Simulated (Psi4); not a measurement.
F₄Ti, charge +1, doublet, geometry from GFN2-xTB (such geometries of metal compounds can be far from the true shape) (the multiplicity is a formal guess); PBE0/3-21G (Psi4).

Input for Psi4:
```
memory 2 GB

molecule {
1 2
  Ti    0.00000000    0.00000000    0.00000000
  F     1.11216813    0.79984052   -1.03505710
  F     0.85175917   -1.07124651    1.03679470
  F    -1.12295623   -0.89058404   -0.94542868
  F    -0.84097107    1.16199002    0.94369108
}

set basis 3-21g
set reference uks

energy('pbe0')
print_variables()
```

Task: Write the output that Psi4 gives for this input, abridged.

Result: 
```
   => Loading Basis Set <=

    Name: 3-21G
    Role: ORBITAL
    Keyword: BASIS

         ---------------------------------------------------------
                                   SCF
               by Justin Turney, Rob Parrish, Andy Simmonett
                          and Daniel G. A. Smith
                              UKS Reference
         ---------------------------------------------------------

  ==> Geometry <==

    Molecular point group: c2
    Full point group: Td

    Geometry (in Angstrom), charge = 1, multiplicity = 2:

       Center              X                  Y                   Z               Mass
    ------------   -----------------  -----------------  -----------------  -----------------
         TI          -0.000000000000     0.000000000000     0.000000001517    47.947941980000
         F           -0.992165799342    -0.990426355319     0.991296458516    18.998403162730
         F           -0.990426352855     0.992165803378    -0.991296460430    18.998403162730
         F            0.990426352855    -0.992165803378    -0.991296460430    18.998403162730
         F            0.992165799342     0.990426355319     0.991296458516    18.998403162730

  Running in c2 symmetry.

  Rotational constants: A =      0.11287  B =      0.11287  C =      0.11287 [cm^-1]
  Rotational constants: A =   3383.78689  B =   3383.78689  C =   3383.78688 [MHz]
  Nuclear repulsion =  335.822065155969028

  Charge       = 1
  Multiplicity = 2
  Electrons    = 57
  Nalpha       = 29
  Nbeta        = 28

  ==> Algorithm <==

  SCF Algorithm Type is DF.
  DIIS enabled.
  MOM disabled.
  Fractional occupation disabled.
  Guess Type is SAD.
  Energy threshold   = 1.00e-06
  Density threshold  = 1.00e-06
  Integral threshold = 1.00e-12

  ==> Primary Basis <==

  Basis Set: 3-21G
    Blend: 3-21G
    Number of shells: 31
    Number of basis functions: 65
    Number of Cartesian functions: 65
    Spherical Harmonics?: false
    Max angular momentum: 2

  ==> DFT Potential <==

   => LibXC <=

    Version 7.1.2
    S. Lehtola, C. Steigemann, M. J. T. Oliveira, and M. A. L. Marques,  SoftwareX 7, 1–5 (2018) (10.1016/j.softx.2017.11.002)

   => Composite Functional: PBE0 <=

    PBE0 Hyb-GGA Exchange-Correlation Functional

    C. Adamo and V. Barone,  J. Chem. Phys. 110, 6158 (1999) (10.1063/1.478522)
    M. Ernzerhof and G. E. Scuseria,  J. Chem. Phys. 110, 5029 (1999) (10.1063/1.478401)

    Deriv               =              1
[...]

   @Spin Contamination Metric:   2.213213839E-02
   @S^2 Expected:                7.500000000E-01
   @S^2 Observed:                7.721321384E-01
   @S   Expected:                5.000000000E-01
   @S   Observed:                5.000000000E-01

    Orbital Energies [Eh]
    ---------------------

    Alpha Occupied:

[...]
    Alpha Virtual:

[...]
    Beta Occupied:

[...]
      13B     -0.681637

    Beta Virtual:

[...]
      35A     14.812527

    Final Occupation by Irrep:
              A     B
    DOCC [    15,   13 ]
    SOCC [     0,    1 ]
    NA   [    15,   14 ]
    NB   [    15,   13 ]

  @DF-UKS Final Energy: -1241.81605547148138

   => Energetics <=

    Nuclear Repulsion Energy =            335.8220651559690282
    One-Electron Energy =               -2365.1377144882944776
    Two-Electron Energy =                 850.0561153814642239
    DFT Exchange-Correlation Energy =     -62.5565215206199525
    Empirical Dispersion Energy =           0.0000000000000000
    VV10 Nonlocal Energy =                  0.0000000000000000
    Total Energy =                      -1241.8160554714811497

  UHF NO Occupations:
  HONO-2 :   14  A 1.9980546
  HONO-1 :   15  A 1.9932852
  HONO-0 :   14  B 1.0000000
  LUNO+0 :   16  A 0.0067148
  LUNO+1 :   17  A 0.0019454
  LUNO+2 :   15  B 0.0019410
  LUNO+3 :   18  A 0.0001873

Computation Completed

Properties will be evaluated at   0.000000,   0.000000,   0.000000 [a0]

Properties computed using the SCF density matrix

 Multipole Moments:

 ------------------------------------------------------------------------------------
     Multipole            Electronic (a.u.)      Nuclear  (a.u.)        Total (a.u.)
 ------------------------------------------------------------------------------------

 L = 1.  Multiply by 2.5417464519 to convert [e a0] to [Debye]
 Dipole X            :          0.0000000            0.0000000            0.0000000
 Dipole Y            :          0.0000000            0.0000000            0.0000000
 Dipole Z            :          0.0001374           -0.0000000            0.0001373
 Magnitude           :                                                    0.0001373

 ------------------------------------------------------------------------------------

  Variable Map:
  ----------------------------------------------------------------------------
[...]
  Array Variable Map:
  ----------------------------------------------------------------------------
[...]
[...]
```
